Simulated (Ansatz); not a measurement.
Reaction (homolysis of the Ge–O bond): `O[SiH2][O][GeH2][OH]` → `[OH][GeH2]`• + `[O][SiH2]O`•

Calculated with Ansatz (gas phase, PBE0-D4/def2-TZVP geometries, no zero-point term in ΔE). CCSD(T)/CBS adds triple-zeta CCSD(T) − MP2 to the extrapolated MP2 energy (def2 sets, frozen cores). Functionals use def2-TZVPP. B3LYP here is the variant with VWN-RPA as its local correlation; programs differ in this. No spin–orbit coupling; open shells (•) take unrestricted orbitals. For Ge outer-core shells are correlated without core-valence functions, which leaves a few kJ/mol of doubt a bond. Scalar relativity is left out up to krypton. Each species was taken in one conformer, which may not be the lowest.

```tsv
level	ΔE (kJ/mol)
r2SCAN-D4	445.6
B3LYP	433.4
HF/def2-TZVPP	356.5
MP2/def2-TZVPP	520.9
CCSD/def2-TZVPP	473.1
HF/def2-QZVPP	357.3
SCS-MP2/def2-QZVPP	515.3
CCSD/CBS(def2)	486.0
```

Q: What does CCSD(T)/CBS give? (An estimate is asked.)

A: The calculation gave: +495.0 kJ/mol. The listed levels differ from it by -49.4, -61.6, -138.5, 25.9, -21.9, -137.7, 20.3, -9.0 kJ/mol.

Largest T1 diagnostic among the species: 0.019.

From PBE to PBE0 (25 % exact exchange), in def2-TZVPP and without D4, ΔE moves by +15.1 kJ/mol. The D4 term adds +14.3 kJ/mol with B3LYP and +8.0 kJ/mol with PBE0; it sums over pairs of atoms, weighted by their polarisabilities, and B3LYP, whose exchange is more repulsive, gets the larger term. In def2-TZVPP, CCSD(T) changes the Hartree–Fock value by +125.6 kJ/mol (the triples alone add +9.0 kJ/mol) and MP2 by +164.4 kJ/mol; breaking electron pairs costs correlation energy, which Hartree–Fock lacks.
